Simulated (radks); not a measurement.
The numbers below are computed, except where a source is named.
Numerical settings for neutral antimony, [Kr] 4d10 5s2 5p3. Level of theory: Dirac Kohn-Sham, PBE, spin-unpolarised, spherical densities, point nucleus; open shells fill j = l - 1/2 first (a radial shooting solver on a logarithmic mesh with Libxc functionals). The defaults (mesh step 0.008 in ln r, mesh end at 40 bohr or more with all orbitals vanishing there, Anderson mixing 0.5 over 9 steps, residual threshold near 1e-9 with the energy settled to 1e-9 hartree or 1e-11 of itself, here a cap of 63 iterations) give E = -6483.5192 hartree and 5p3/2 at -4.516 eV in 13 iterations. Run on one thread of a shared host, so times are rough (Intel(R) Xeon(R) Platinum 8488C): 0.18 s of CPU time, 0.18 s wall, 13 iterations on 2725 mesh points. Changes against that run (0 stands for a change within the tolerance of the run):

setting	iterations	converged	E (mhartree)	e(5p3/2) (meV)	CPU (s)
mesh step in ln r 0.003	13	yes	0	0	0.45
mesh step in ln r 0.2	2	no	diverged	-	0.03
mesh step in ln r 0.005	13	yes	0	0	0.28
mesh end (bohr) 3	14	level above zero	+2.45e+03	+2.54e+04	0.15
mesh end (bohr) 20	13	yes	0	0	0.18
residual threshold 0.1	7	yes	+0.00238	-19.7	0.13
residual threshold 1e-13	21	yes	0	0	0.2
mixing 2.5	14	yes	0	0	0.16
linear mixing, mixing 0.2	63	no	0	-0.00277	0.49
linear mixing, mixing 0.5	30	yes	0	0	0.25
mixing history 20	14	yes	0	0	0.15
iteration cap 2	2	no	+67.9	-4.37e+03	0.04

Settled on a wrong energy, with an occupied level pushed above zero by the early mesh end: mesh end (bohr) 3 (+2.45 hartree). Apart from these: no run marked as converged misses the energy by more than 1 mhartree. A mesh that ends early acts as a hard wall.
